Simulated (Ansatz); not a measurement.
`N[CH2][GeH3]` + `NC1=C[SiH2]1` → `[GeH3][NH]C1=C[SiH2]1` + CH₃NH₂ at 600 K and 1 bar (ligand exchange at a Ge–C bond).

Calculated with Ansatz (gas phase, PBE0-D4/def2-TZVP geometries, no zero-point term in ΔE). CCSD(T)/CBS adds triple-zeta CCSD(T) − MP2 to the extrapolated MP2 energy (def2 sets, frozen cores). For Ge outer-core shells are correlated without core-valence functions, which leaves a few kJ/mol of doubt a bond. Scalar relativity is left out up to krypton. One conformer a species, not always the lowest.

```
                species  CCSD(T)/CBS energy (Eh)  H − E (kJ/mol)  S (J/(mol·K))
         `N[CH2][GeH3]`              -2173.05667           255.3          385.9
         `NC1=C[SiH2]1`               -422.82137           218.6          370.5
`[GeH3][NH]C1=C[SiH2]1`              -2500.13796           274.3          473.1
                 CH₃NH₂                -95.75281           199.3          283.8
```

H − E and S are ideal-gas, rigid-rotor, harmonic terms from PBE0-D4/def2-TZVP, for one conformer and one mirror image of each species. 1 Eh = 2625.50 kJ/mol, R = 8.31446 J/(mol·K).

Question: By hand: ΔE, ΔH, ΔS and ΔG.

Answer: ΔE = (-2500.13796) + (-95.75281) − (-2173.05667) − (-422.82137) = -0.01273 Eh = -33.4 kJ/mol. Δ(H − E) = 274.3 + 199.3 − 255.3 − 218.6 = -0.3, so ΔH = -33.7 kJ/mol. ΔS = 473.1 + 283.8 − 385.9 − 370.5 = 0.5 J/(mol·K). ΔG = -33.7 − 600 × (0.5)/1000 = -34.0 kJ/mol.

Question: By hand: the equilibrium constant, and the temperature at which ΔG would vanish if ΔH and ΔS stayed fixed.

Answer: log₁₀ K = −ΔG/(RT ln 10) = 3.0. ΔH and −TΔS have one sign here, so there is no such temperature.

The number of gas molecules stays the same, so ΔS is small and ΔH decides. A doubt of 5 kJ/mol in ΔE shifts log₁₀ K by 0.4 here. Other conformers and mirror images would add mixing entropy, several J/(mol·K) or more a flexible species. These are equilibria of isolated gas molecules and say nothing of rates. Largest T1 diagnostic: 0.013 (customary marks: 0.02 for closed shells, 0.045 for open ones).

ΔS is within the doubt of such terms, so its sign, and with it that verdict, could turn.
